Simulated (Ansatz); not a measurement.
Correlation energies of `CC(C)(C)c1cccnc1` by basis set

Cartesian coordinates in Å:
```
C -0.374 1.255 -1.625
C 0.498 0.714 -0.497
C 0.850 1.873 0.442
C 1.783 0.145 -1.107
C -0.208 -0.376 0.294
C -1.493 -0.821 0.016
C -2.059 -1.821 0.792
C -1.320 -2.354 1.832
N -0.088 -1.949 2.122
C 0.436 -0.993 1.370
H -0.636 0.475 -2.345
H 0.170 2.033 -2.166
H -1.298 1.700 -1.247
H 1.362 2.664 -0.112
H -0.051 2.298 0.890
H 1.507 1.551 1.252
H 2.466 -0.224 -0.340
H 2.305 0.919 -1.677
H 1.559 -0.684 -1.783
H -2.061 -0.394 -0.801
H -3.061 -2.181 0.590
H -1.731 -3.140 2.460
H 1.444 -0.691 1.640
```

The species carries charge 0 and has multiplicity 1. Geometry: relaxed with PBE0-D4/def2-TZVP. Frozen core, restricted reference, the Gaussian-basis code of Ansatz. CBS rows extrapolate triple and quadruple zeta; past MP2 they add the triple-zeta difference.

```json
{"basis": "def2-SVP", "HF (Eh)": "?", "MP2 corr.": "?", "CCSD corr.": "-1.47056", "(T)": "-0.05846", "CCSD(T) total": "?"}
{"basis": "def2-TZVPP", "HF (Eh)": "-402.97493", "MP2 corr.": "?", "CCSD corr.": "-1.74469", "(T)": "-0.08577", "CCSD(T) total": "?"}
{"basis": "def2-QZVPP", "HF (Eh)": "-402.99239", "MP2 corr.": "?", "CCSD corr.": "–", "(T)": "–", "CCSD(T) total": "–"}
{"basis": "CBS(def2)", "HF (Eh)": "-402.99480", "MP2 corr.": "-1.87666", "CCSD corr.": "-1.92947", "(T)": "as TZ", "CCSD(T) total": "-405.01004"}
```

Question: Fill in the withheld values. (Estimate.)

Answer: Computed: def2-SVP HF (Eh): -402.53577; def2-SVP MP2 corr.: -1.39192; def2-SVP CCSD(T) total: -404.06479; def2-TZVPP MP2 corr.: -1.69187; def2-TZVPP CCSD(T) total: -404.80539; def2-QZVPP MP2 corr.: -1.79802.
